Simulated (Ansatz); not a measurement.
One change: `CNC(C)=N` becomes `BC(C)=N`.

Ansatz, PBE0-D4/def2-TZVP geometries, multiplicity 1. Each molecule was computed in one conformer, which needn't be the lowest.

```
                                        property  `CNC(C)=N`
  size of the dipole moment (PBE/def2-TZVPP) / D        2.80
               HOMO energy (PBE/def2-TZVPP) / eV       -5.24
             LUMO energy (B3LYP/def2-TZVPP) / eV        0.53
         HOMO–LUMO gap (ωB97M-V/def2-TZVPP) / eV       11.02
             HOMO energy (B3LYP/def2-TZVPP) / eV       -6.28
size of the dipole moment (B3LYP/def2-TZVPP) / D        2.88
```

(1) Give the same properties after the change, and the shifts. (Best estimate.)

## Answers

(1) The calculation gave: 
| property | `BC(C)=N` | shift |
| --- | --- | --- |
| size of the dipole moment (PBE/def2-TZVPP) / D | 1.30 | -1.50 |
| HOMO energy (PBE/def2-TZVPP) / eV | -6.06 | -0.82 |
| LUMO energy (B3LYP/def2-TZVPP) / eV | -2.26 | -2.79 |
| HOMO–LUMO gap (ωB97M-V/def2-TZVPP) / eV | 9.69 | -1.33 |
| HOMO energy (B3LYP/def2-TZVPP) / eV | -7.20 | -0.92 |
| size of the dipole moment (B3LYP/def2-TZVPP) / D | 1.54 | -1.34 |

With PBE0 the HOMO falls by 0.92 eV and the LUMO falls by 2.91 eV, so the gap narrows by about 1.99 eV. PBE moves the HOMO by -0.82 eV and ωB97M-V by -0.99 eV. Dipoles are sizes alone; their direction can turn.

B3LYP here is the variant with VWN-RPA as its local correlation; programs differ in this.
